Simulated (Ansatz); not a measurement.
`O[SiH2]CBS` + `NC=O` → `O=CN[SiH2]O` + `CBS`  (ligand exchange at the Si–C bond)

Computed with Ansatz on PBE0-D4/def2-TZVP structures; ΔE is electronic, products minus reactants. CCSD(T)/CBS is the MP2 limit (def2-TZVPP, def2-QZVPP) plus CCSD(T) − MP2 in def2-TZVPP, frozen cores. This one scheme is used for every species. Functionals use def2-TZVPP. B3LYP here is the variant with VWN-RPA as its local correlation; programs differ in this. One conformer a species, not always the lowest.

```
             level  ΔE (kJ/mol)  difference from CCSD(T)/CBS
         r2SCAN-D4        -58.9                          4.1
           PBE0-D4        -53.7                          9.3
          B3LYP-D4        -60.2                          2.8
           ωB97M-V        -60.8                          2.2
            B2PLYP        -63.1                         -0.1
               PBE        -51.8                         11.2
            r2SCAN        -59.4                          3.6
              PBE0        -54.8                          8.2
             B3LYP        -61.4                          1.6
     HF/def2-TZVPP        -71.7                         -8.7
   CCSD/def2-TZVPP        -64.2                         -1.2
CCSD(T)/def2-TZVPP        -63.3                         -0.3
     HF/def2-QZVPP        -72.2                         -9.2
SCS-MP2/def2-QZVPP        -64.5                         -1.5
      HF/CBS(def2)        -72.3                         -9.3
    CCSD/CBS(def2)        -64.0                         -1.0
       CCSD(T)/CBS        -63.0                            0
```

Largest T1 diagnostic among the species: 0.016.

In def2-TZVPP, CCSD(T) changes the Hartree–Fock value by +8.4 kJ/mol (the triples alone add +0.9 kJ/mol) and MP2 by +9.6 kJ/mol.
